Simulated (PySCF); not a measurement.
Mayer bond orders and bond lengths

Compound: C₄H₂Cl₂O₂.
Atom-mapped SMILES: `[O:1]=[C:2]([Cl:3])/[CH:4]=[CH:5]/[C:6](=[O:7])[Cl:8]` (hydrogens: H9 on C4; H10 on C5)

Cartesian coordinates in Å at the GFN2-xTB level; atoms count from 1:
```
atom  x, y, z in Å
O1    -2.248   -1.038    0.641
C2    -1.894   -0.025    0.131
Cl3   -3.065    1.187   -0.376
C4    -0.517    0.394   -0.161
C5     0.518   -0.394    0.156
C6     1.895    0.026   -0.136
O7     2.249    1.036   -0.651
Cl8    3.067   -1.182    0.378
H9    -0.366    1.353   -0.635
H10    0.369   -1.352    0.631
```

Bond orders from the PBE0/pcSseg-1 density (PySCF). The structure is a single GFN2-xTB conformer in the gas phase; no vibrational or solvent corrections.

Question: How far do the computed orders between heavy atoms stray from the drawn ones?

Answer: The largest departure is 0.243, at C4–C5 (drawn double, 1.757).

Question: Give the Mayer order of every bond, beside its length.

Answer: 
```tsv
bond	drawn as	length (Å)	Mayer order
O1–C2	double	1.188	2.063
C2–Cl3	single	1.760	0.999
C2–C4	single	1.469	0.944
C4–C5	double	1.339	1.757
C5–C6	single	1.469	0.944
C6–O7	double	1.188	2.063
C6–Cl8	single	1.760	0.999
C4–H9	single	1.080	0.940
C5–H10	single	1.080	0.940
```

Bonds between the same two heavy elements. C–O: all 2 within 0.02 of one another (2.063 to 2.063). C–Cl: all 2 within 0.02 of one another (0.999 to 0.999). C–C: lowest C2–C4 and C5–C6 (0.944, 1.469 Å), highest C4–C5 (1.757, 1.339 Å). Bonds named together lie within 0.004.

Question: Sum the orders of all bonds at each heavy atom with more than one neighbour and set the sums beside the valence in the SMILES.

Answer: C2 4.006 (drawn 4), C4 3.641 (drawn 4), C5 3.641 (drawn 4), C6 4.006 (drawn 4). Orders between atoms that aren't bonded are not in these sums.

For a closed shell the Mayer order of atoms A and B is Σ (PS)μν (PS)νμ over the basis functions μ on A and ν on B, with P the density and S the overlap matrix.

The run behind these numbers computed NMR shieldings as well. On an Arm Neoverse V1 with one thread, no GPU, shared host, this took 22 s wall (with the writing of density and orbital grids) and 0.72 GiB of memory at its peak.
